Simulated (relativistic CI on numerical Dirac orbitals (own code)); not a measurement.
# Ag4+: 4p photoemission

Computed with this model: Dirac-Coulomb-Breit CI, KLI orbitals optimised for each configuration, a model potential for QED, valence Slater integrals scaled by 0.8, multiplet model of photoemission in the sudden approximation; configurations [Kr] 4d7 → [Ar] 3d10 4s2 4p5 4d7; 300 K; Lorentzian 1.2 eV and Gaussian 0.6 eV FWHM. Energies are those of the free ion, without screening or charge transfer. The energies are binding energies and can lie tens of eV above those of solids. S is read from ⟨S²⟩ = S(S + 1).

Field parameters in Wybourne normalisation: D4h B²₀ = −7Ds, B⁴₀ = 21(Dq − Dt), B⁴₄ = 21√(5/14) Dq. The field is a parameter set, without covalency.

free ion: ground-state S = 1.47, centroid 127.39 eV. Peaks (eV, height): 120.0 (100), 122.8 (84), 125.6 (38), 129.4 (65), 135.2 (21), 137.2 (40), 139.0 (54).

D4h, 10Dq = 25400, Ds = -1500, Dt = 430 cm⁻¹: ground-state S = 0.67, centroid 127.50 eV. Peaks (eV, height): 122.2 (100), 126.6 (36), 129.8 (38), 134.8 (22), 139.0 (17).

D4h, 10Dq = 25400, Ds = 2100, Dt = 430 cm⁻¹: ground-state S = 0.59, centroid 127.51 eV. Peaks (eV, height): 122.2 (100), 126.4 (36), 127.8 (37), 130.2 (38), 135.2 (21), 139.4 (15).

Strongest unbroadened transitions for D4h, 10Dq = 25400, Ds = 2100, Dt = 430 cm⁻¹:

```csv
Energy (eV),Relative strength
121.90,67.8
121.96,14.8
121.97,100.0
122.04,58.2
122.43,23.0
122.67,47.1
122.73,39.2
122.95,82.0
124.05,31.2
124.38,17.1
124.80,12.2
125.70,12.7
126.11,11.6
127.30,11.7
129.22,12.3
130.24,14.4
131.07,11.9
131.45,11.4
```
